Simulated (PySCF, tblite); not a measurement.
C₅H₇BSi.
Geometry (GFN2-xTB, Å), atoms numbered from 1 in this order:
```
atom  x, y, z in Å
B1     3.8271   -0.1044   -0.1293
C2     2.3440   -0.1086   -0.1122
C3     1.1238   -0.1480   -0.0884
C4    -0.2595   -0.1041   -0.0998
C5    -1.1939   -1.0176    0.2240
C6    -2.5208   -0.3498   -0.0148
Si7   -1.5538    1.2219   -0.5673
H8     4.4189    0.2347    0.8236
H9     4.3984   -0.4409   -1.0956
H10   -1.0522   -2.0262    0.5817
H11   -3.1310   -0.2722    0.8858
H12   -3.1247   -0.8567   -0.7681
H13   -1.6441    2.3841    0.3133
H14   -1.6329    1.5874   -1.9800
```

Jobs on this species (14 atoms, 56 electrons) with PySCF (density fitting) and tblite. Hardware of each: an Arm Neoverse N1 with one thread, shared host. Times come from a shared host and carry two figures at best.

```tsv
level and settings	work	basis functions	SCF cycles	wall time
GFN2-xTB	Hessian by finite differences	–	–	0.67 s
CAM-B3LYP/def2-SVPD	8 singlets by full TDDFT, 3 Tamm–Dancoff triplets, polarisability	200	?	?
PBE0/pcSseg-1	shieldings, ring-centre shieldings, charges and field gradients	161	14	38 s
GFN2-xTB	L-BFGS relaxation	–	–	0.99 s
```

Question: Fill in the missing figures.

Answer: 
- CAM-B3LYP/def2-SVPD; 8 singlets by full TDDFT, 3 Tamm–Dancoff triplets, polarisability: 63 s, 14 SCF cycles

Question: What do all jobs in the table cost together?

Answer: About 1.7 min; the longest takes about 61 % of that, and about 94 times as long as the shortest.
